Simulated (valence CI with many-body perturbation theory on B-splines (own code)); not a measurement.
The numbers below are computed, except where a source is named.
# Ge II: what the settings do

Method: configuration interaction combined with many-body perturbation theory (CI+MBPT): three valence electrons over a frozen Dirac-Fock core [Ar] 3d10, radial functions for each j: 6 s, 6 p, 5 d, 3 f, 1 g, with the one-electron correlation potential Σ1 (screened to all orders), the two-electron term Σ2, the three-electron term Σ3, Breit, model QED; selected single and double excitations, second order for the rest, scaled by the run's own slope (own B-spline code, finite nucleus).

Set against measurement, 19 paired levels are off by 319 cm⁻¹ on average, the worst by 900. These come from a selection out of the NIST Handbook of Basic Atomic Spectroscopic Data. Levels without a partner in it may be off by more.

The reference run has the lowest level 4s²4p ²P°_1/2 and an ionisation energy of 15.8791 eV. Its largest variational space holds 5348 state functions.

Names give the largest LS component (configuration and term), which can be under half, so a name can repeat, a term be missing and a line seem to break the LS rules; names also repeat where a configuration has a term twice.

Changed runs:
A. size limit of the variational space 10000 → 3000
B. core polarisation of operators on → off
C. size limit of the variational space 10000 → 3000; shift of the energy in Σ1 (hartree) 0 → 0.089; second order for the rest on → off
D. size limit of the variational space 10000 → 300; second order for the rest on → off (bad on purpose)

Excitation energies of the reference run in cm⁻¹, and shifts in cm⁻¹:

```
                 Level  Reference     A  B        C        D
         4s²4p ²P°_3/2       1751  -0.8  0      +15     +576
          4s4p² ⁴P_1/2      51117     0  0      +13     -789
          4s4p² ⁴P_3/2      51827  +0.6  0      +20     -597
          4s4p² ⁴P_5/2      52896  +0.5  0      +23     -532
          4s²5s ²S_1/2      62219  -0.1  0      +86     -275
          4s4p² ²D_3/2      64587  -0.2  0      +72     +200
          4s4p² ²D_5/2      64758  -0.5  0      +74     +241
         4s²5p ²P°_1/2      78714     0  0      +86     -325
         4s²5p ²P°_3/2      79069  -0.3  0      +91     -196
          4s²4d ²D_3/2      80684  -0.8  0     +105     +643
          4s²4d ²D_5/2      80859  -0.8  0     +113     +463
          4s4p² ²S_1/2      85451  -0.2  0      +40     +140
Ionisation energy (eV)    15.8791     0  0  +0.0123  -0.1548
```

No effect on these energies: B.
